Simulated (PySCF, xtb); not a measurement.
F3S, SMILES F[S](F)F (connectivity only; charge and spin as stated), charge -1, multiplicity 1.

Harmonic wavenumbers (cm⁻¹) from GFN2-xTB (xtb) at its own minimum, in rising order: 213, 273, 295, 438, 540, 637.

What does PBE-D3(BJ)/def2-SVPD (PySCF) give at its own minimum? (An estimate is asked for; the answer gives what the named calculation found.)

226, 275, 317, 405, 483, 677. Paired by order, the mean absolute difference is 27 cm⁻¹ and the zero-point energies are 3.4 and 3.4 kcal/mol.
